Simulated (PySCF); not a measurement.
C5H5Cl, SMILES C=CC=C=CCl. Atoms are numbered in the order given.

```xyz
11

C     -3.3443    -0.9000     0.6343
C     -2.1246    -0.7926     0.0906
C     -0.9319    -0.4572     0.8579
C      0.2802    -0.3524     0.3516
C      1.4819    -0.2583    -0.1486
Cl     2.1431     1.2234    -0.7758
H     -4.2173    -1.1513     0.0282
H     -3.5067    -0.7382     1.7044
H     -1.9848    -0.9579    -0.9826
H     -1.0626    -0.2823     1.9350
H      2.1716    -1.1054    -0.2122
```

Coordinates come from a PBE0-D3(BJ)/def2-SVP optimisation. This is a generated structure with no PubChem entry under its InChIKey; it may be hypothetical. One conformer was computed; it need not be the lowest.

These are TDDFT-CAM-B3LYP/def2-SVPD (PySCF) values and carry that method's errors.

Vertical excitations. Gas-phase values at a fixed geometry.

Computed UV-visible absorptions:
```json
[
 {"state": "S1", "energy (eV)": "4.72", "λ (nm)": "263", "f": "0.000", "main pairs": "HOMO−1→LUMO 92 %"},
 {"state": "S2", "energy (eV)": "5.66", "λ (nm)": "219", "f": "0.739", "main pairs": "HOMO→LUMO 82 %, HOMO→LUMO+1 15 %"},
 {"state": "S3", "energy (eV)": "5.68", "λ (nm)": "218", "f": "0.160", "main pairs": "HOMO→LUMO+1 73 %, HOMO→LUMO 17 %"},
 {"state": "S4", "energy (eV)": "6.81", "λ (nm)": "182", "f": "0.405", "main pairs": "HOMO−1→LUMO+1 66 %"},
 {"state": "S5", "energy (eV)": "6.87", "λ (nm)": "181", "f": "0.053", "main pairs": "HOMO−2→LUMO 78 %"},
 {"state": "S6", "energy (eV)": "6.96", "λ (nm)": "178", "f": "0.006", "main pairs": "HOMO−1→LUMO+2 41 %, HOMO→LUMO+2 30 %, HOMO−1→LUMO+3 10 %"},
 {"state": "S7", "energy (eV)": "7.00", "λ (nm)": "177", "f": "0.056", "main pairs": "HOMO→LUMO+2 44 %, HOMO−1→LUMO+2 25 %, HOMO→LUMO+3 9 %"},
 {"state": "S8", "energy (eV)": "7.33", "λ (nm)": "169", "f": "0.015", "main pairs": "HOMO→LUMO+3 43 %, HOMO−3→LUMO 19 %, HOMO→LUMO+7 9 %, HOMO→LUMO+6 8 %"},
 {"state": "S9", "energy (eV)": "7.42", "λ (nm)": "167", "f": "0.001", "main pairs": "HOMO→LUMO+5 73 %, HOMO→LUMO+4 19 %"},
 {"state": "S10", "energy (eV)": "7.48", "λ (nm)": "166", "f": "0.008", "main pairs": "HOMO−1→LUMO+3 38 %, HOMO−4→LUMO 19 %, HOMO−1→LUMO+4 16 %, HOMO−1→LUMO+2 10 %"},
 {"state": "T1", "energy (eV)": "3.16", "λ (nm)": "392", "f": "0", "main pairs": "HOMO→LUMO 91 %"},
 {"state": "T2", "energy (eV)": "4.36", "λ (nm)": "284", "f": "0", "main pairs": "HOMO−1→LUMO 90 %"},
 {"state": "T3", "energy (eV)": "4.43", "λ (nm)": "280", "f": "0", "main pairs": "HOMO−1→LUMO+1 79 %"},
 {"state": "T4", "energy (eV)": "5.02", "λ (nm)": "247", "f": "0", "main pairs": "HOMO−3→LUMO 47 %, HOMO→LUMO+3 21 %, HOMO→LUMO+7 9 %, HOMO→LUMO+6 7 %"}
]
```
Triplets are in the Tamm–Dancoff approximation, which puts them higher than full response would, so one can lie above its singlet here.
